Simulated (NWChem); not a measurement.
System: C2H4ClF; SMILES C[C@@H](F)Cl

NWChem input:

```
start job
memory heap 200 mb stack 900 mb global 1100 mb
geometry units angstroms noautoz
  C     -1.169159    -1.122788    -0.132993
  C      0.056118    -0.422179     0.381494
  F      1.170023    -0.980386    -0.149450
  Cl     0.022386     1.316947    -0.041965
  H     -1.212817    -1.038506    -1.227842
  H     -1.122265    -2.186911     0.142741
  H     -2.077448    -0.680292     0.296398
  H      0.141817    -0.459042     1.478293
end
basis spherical
  C library 6-311g**
  F library 6-311g**
  Cl library 6-311g**
  H library 6-311g**
end
dft
  xc xtpss03 ctpss03
  iterations 150
  mulliken
end
task dft energy
```

Coordinates come from a PBE0/def2-SVP optimisation.

**Question.** Give the results of this calculation. (TPSS/6-311G** (spherical d).) Quantities: basis functions; energy (Ha); highest occupied level (eV); orbital gap (eV); dipole (D).

**Answer.** number of basis functions: 104
energy (Ha): -638.76
highest occupied level (eV): -7.40
orbital gap (eV): 7.20
dipole (D): 2.28
